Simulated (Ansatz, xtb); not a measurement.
## AlClH2O2Si: which of two structures lies lower

Structure I is a singlet given by its coordinates and structure II is a singlet given by its coordinates. Both are isolated molecules in the gas phase, relaxed with r2SCAN-D4/def2-SVP.

I (Å):

```csv
atom,x (Å),y (Å),z (Å)
Al,-0.9889,1.4165,0.0678
Cl,-1.4765,-0.2925,-1.0915
O,-1.4409,1.2847,1.8181
O,-2.5715,2.5356,0.1496
Si,-2.7841,2.1930,1.9279
H,-3.1473,3.0176,-0.4604
H,0.2964,2.2447,-0.3048
```

Close contacts (Å): Al1–Cl2 2.12, Al1–O3 1.81, Al1–O4 1.94, O3–Si5 1.63, O4–Si5 1.82, Al1–H7 1.57, O4–H6 0.97.

II (Å):

```xyz
7

Al    0.9686    0.2318    0.8996
Cl    2.6529    1.3360    1.3598
O     0.3780   -0.5744   -0.5293
O    -0.4476   -0.2779    1.7800
Si   -0.9876   -1.0508    0.3649
H    -2.2518   -0.4716   -0.1614
H    -1.0904   -2.5261    0.5176
```

Close contacts (Å): Al1–Cl2 2.07, Al1–O3 1.74, Al1–O4 1.74, Al1–Si5 2.40, O3–Si5 1.70, O4–Si5 1.70, Si5–H6 1.49, Si5–H7 1.49.

Q: Which of the two would you expect CCSD(T)/def2-SVP + ΔMP2/def2-TZVPP electronic energies to favour?

A: Structure II; the calculation gives E(II) − E(I) = −16.3 kcal/mol.

How the difference moves with the method:

```
                             level            geometry  E(II) − E(I) (kcal/mol)  departure from the last row (kcal/mol)  job, with rough time for the two
                r2SCAN-D4/def2-SVP  r2SCAN-D4/def2-SVP                     −12.9                                    +3.3             optimisation, 2.3 min
                       HF/def2-SVP  r2SCAN-D4/def2-SVP                      −9.7                                    +6.5           part of the CCSD(T) run
                      MP2/def2-SVP  r2SCAN-D4/def2-SVP                     −12.5                                    +3.8           part of the CCSD(T) run
                  CCSD(T)/def2-SVP  r2SCAN-D4/def2-SVP                      −8.5                                    +7.7                      single point
CCSD(T)/def2-SVP + ΔMP2/def2-TZVPP  r2SCAN-D4/def2-SVP                     −16.3                                                        single point, 72 s
```

The levels shown agree on the order. The largest departure from CCSD(T)/def2-SVP + ΔMP2/def2-TZVPP is that of CCSD(T)/def2-SVP, 7.7 kcal/mol. Levels run at GFN2-xTB geometries aren't shown. The last row adds to CCSD(T) the change of the MP2 difference between the two basis sets, here −7.7 kcal/mol, a large step that makes the value less sure.

With harmonic frequencies from r2SCAN-D4/def2-SVP (ideal gas, rigid rotor, one conformer each, 298.15 K, 1 atm): on the last row, ΔE + ΔZPE = −16.2, ΔH = −16.6, ΔG = −15.4 kcal/mol.

The correlated steps freeze 17 core orbitals. Mirror images aren't counted in ΔG. Run with Ansatz 0.2.0; the last row on 1 thread of AMD EPYC (Zen 3) on a shared host.
